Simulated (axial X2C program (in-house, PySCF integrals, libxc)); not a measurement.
**TiS: bond constants with and without spin–orbit coupling**

Computed with an in-house all-electron X2C program for linear molecules (integrals from PySCF). Spin-free means the one-electron spin-free X2C Hamiltonian; two-component (2c) means X2C with spin–orbit coupling and atomic mean-field two-electron Coulomb and Gaunt terms, so the difference of the two also holds small scalar two-electron terms. Basis: Ti dyall-cv3z [10s10p6d4f2g], S dyall-av3z [9s8p3d2f] (cores contracted in-house); Gaussian nuclei, density fitting, unrestricted open shells. Masses: Ti 47.948 u, S 31.972 u.

State, spin-free: M_S = 1, Λ = 2 (beyond evenly filled blocks: σα, δ+α); electrons by block: σα: 11, σβ: 10, π+α: 4, π+β: 4, π-α: 4, π-β: 4, δ+α: 1. Fragments: Ti + S.

State, 2c: Ω = 1 (⟨Sz⟩ = -1.00, ⟨Lz⟩ = 2.00 at PBE0); electrons by block: 1/2: 14, -1/2: 15, 3/2: 5, -3/2: 4. Fragments: Ti + S.

```csv
Hamiltonian,level,Re (Å),ωe (cm⁻¹),ωexe (cm⁻¹),Be (cm⁻¹),αe (cm⁻¹),De (eV),D0 (eV),μ (D)
spin-free,PBE0,2.069,585.5,1.98,0.2054,0.000865,4.91,4.87,-5.66
spin-free,B97-3,2.085,569.1,1.92,0.2022,0.000862,4.58,4.55,-5.66
2c,PBE0,2.069,585.3,1.97,0.2054,0.000865,n/a,n/a,-5.66
2c,B97-3,2.085,568.9,1.92,0.2022,0.000862,n/a,n/a,-5.66
```

Dipoles are positive if S is the positive end.

Occupations by symmetry block were frozen at the best pattern of an incomplete PBE0 search. Dissociation energies refer to the lowest single-determinant-based atoms at the same level and basis. De is not given where an atomic determinant may have missed its ground term or J level, or where the truncated virtual space spoils (T). Density functionals use the spin component along the axis (collinear). The functionals have no current-density term, which raises determinants with orbital currents, atoms included. With several unpaired electrons one determinant need not be a pure state. The determinant is spin-polarised beyond a pure state at some levels (its spin-free form has ⟨S²⟩ too high), which makes Re and μ there less reliable.

No reliable constants came from CCSD (2c), CCSD (spin-free), CCSD(T) (2c), CCSD(T) (spin-free), HF (2c), HF (spin-free), MP2 (2c), MP2 (spin-free): no minimum in range, unconverged points, a curve that is not smooth, a change of character along it, or the two Hamiltonians disagreeing along it.

Rough cost a point (2c) on 1 thread(s) of a shared host, integrals apart: PBE0 1.5 s, B97-3 1.6 s.

The whole task took 3.2 min on 1 thread of Arm Neoverse V1, on a shared host.
